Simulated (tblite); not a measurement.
Start geometry of `C[C@@H]([O])O[C@@H](C)C=O` [radical] from a force field or distance geometry (Å):
```
atom  x, y, z in Å
C1     2.5084    0.2329   -0.1957
C2     1.2517   -0.3155    0.4804
O3     1.6739   -0.6482    1.7904
O4     0.1968    0.5619    0.4603
C5    -0.8735   -0.0750   -0.1464
C6    -2.0305   -0.1910    0.8238
C7    -1.3217    0.6866   -1.3538
O8    -2.2652    0.2202   -1.9794
H9     2.8549   -0.5343   -0.8968
H10    3.2900    0.3895    0.5855
H11    2.2154    1.1942   -0.6538
H12    0.9612   -1.2703    0.0135
H13   -0.6382   -1.1015   -0.4698
H14   -2.2126    0.7280    1.3916
H15   -1.7693   -0.9914    1.5282
H16   -2.9569   -0.4718    0.3118
H17   -0.8915    1.5977   -1.6997
```

Q: What comes out of this run: GFN2-xTB geometry optimisation, gas phase (tblite 0.8.0)?

A: 
```
atom  x, y, z in Å
C1     2.4656    0.0072    0.5567
C2     1.3799   -0.3577   -0.5173
O3     1.1077   -1.5983   -0.6274
O4     0.2736    0.5270   -0.2699
C5    -0.9597   -0.0920   -0.0532
C6    -1.7662    0.6653    0.9953
C7    -1.7455   -0.2405   -1.3520
O8    -2.9273   -0.3935   -1.4130
H9     2.6250    1.0793    0.5599
H10    3.3798   -0.5232    0.3142
H11    2.0919   -0.3220    1.5217
H12    1.8240    0.0585   -1.4640
H13   -0.7667   -1.1390    0.2606
H14   -1.8213    1.7166    0.7238
H15   -1.2943    0.5787    1.9700
H16   -2.7702    0.2524    1.0343
H17   -1.1033   -0.2069   -2.2497
```

The energy falls by 30.7 kcal/mol over 255 L-BFGS steps, the largest force on an atom goes from 4.84 to 0.009 eV/Å, and the atoms move by 1.459 Å rms after alignment. The bond that changes most is C2–O3 (ends: carbon bonded to C, 2 O and H; oxygen bonded to C), which shortens by 0.141 Å. Bonds longer at the end by more than 0.005 Å: 8 of 16; shorter: 8. Among the angles that change most is C5–C7–H17, from 125.2° to 112.9°. Among the dihedrals that turn most is H12–C2–O4–C5, from 0° to 128°. Rotational constants go from 3970, 1193, 981.4 to 3963, 1231, 1039 MHz. The orientation of the end geometry is arbitrary; only internal coordinates are fixed.

Its GFN2-xTB frequencies are all real (lowest 41 cm⁻¹).

One conformer stands for the species.

The numbers are calculated, not measured.
